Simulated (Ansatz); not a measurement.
Relaxation of AlClFH3O (7 atoms, charge 0, multiplicity 1), to a largest force component of 0.03 eV/Å in at most 50 steps.

The calculation used RKS PBE-D4/cc-pVDZ in Ansatz.

```xyz
7
Properties=species:S:1:pos:R:3
Al 0.102 -0.515 -0.506
F 0.111 -0.052 2.333
Cl 1.931 0.466 -0.994
H -1.292 0.074 -0.975
O 0.323 -2.076 0.301
H -0.472 -2.631 0.430
H 0.385 -0.938 2.185
```

Q: Where does it end, and by what steps?

A: The run converged. After 18 steps the energy has fallen by 1.297 eV; H7 moved furthest, 1.08 Å. Parted: F2–H7 (0.94 → 2.28 Å). Joined: Al1–F2 (2.88 → 1.73 Å), O5–H7 (2.20 → 0.99 Å).

```csv
step,energy less start (eV),largest force component (eV/Å),accepted
0,0.0000,0.517,yes
1,-0.1820,0.482,yes
2,-0.3284,0.641,yes
3,-0.5145,0.812,yes
4,-0.5993,0.836,yes
5,-0.5763,3.171,no
6,-0.6942,0.540,yes
7,-0.8151,0.821,yes
8,-1.0251,0.907,yes
9,-1.0407,2.816,yes
10,-1.1595,1.859,yes
11,-1.2140,1.758,yes
12,-1.2116,0.624,no
13,-1.2746,0.263,yes
14,-1.2875,0.194,yes
15,-1.2942,0.277,yes
16,-1.2962,0.080,yes
17,-1.2969,0.037,yes
18,-1.2970,0.011,yes
```

```xyz
7
Properties=species:S:1:pos:R:3
Al 0.122 -0.035 0.052
F 0.076 0.411 1.719
Cl 1.969 0.382 -0.964
H -1.246 -0.062 -0.762
O 0.319 -1.978 0.650
H -0.467 -2.529 0.451
H 0.313 -1.859 1.629
```

Whether the end is a true minimum wasn't checked by a vibrational analysis.

Run time: 36 s on 1 thread of AMD EPYC 7R43 64-Core Processor (Zen 3), with other jobs on the host, peak memory 0.16 GiB.
